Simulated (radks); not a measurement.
Values are calculated unless marked as measured or tabulated.
Problem. Spherical quantum dot in the effective-mass picture: electrons in a well V = -V0 / (1 + exp((r - R)/a)) with V0 = 5.88, R = 8.52, a = 0.97, all in effective atomic units (hartree* = m*/eps^2 hartree, bohr* = eps/m* bohr), one dielectric constant everywhere. Level of theory: non-relativistic Kohn-Sham, LDA (Slater exchange, Perdew-Wang correlation), spin-polarised, spherical densities (a radial shooting solver with Libxc functionals). Levels are named by radial order and angular momentum (1s, 1p, 1d, 2s, ...), and open shells are averaged over m. Results are scaled to m* = 0.169 and eps = 15.7, for which hartree* = 18.66 meV and bohr* = 4.916 nm. At N = 14 the configuration is 1s2 1p6 1d(up 5, down 1). Does electron 15 go into 1f down or 1f up or 1d down?

Solution. Into 1d down. The total energies of the other choices lie higher by 1.70 meV (1f up), 2.19 meV (1f down).
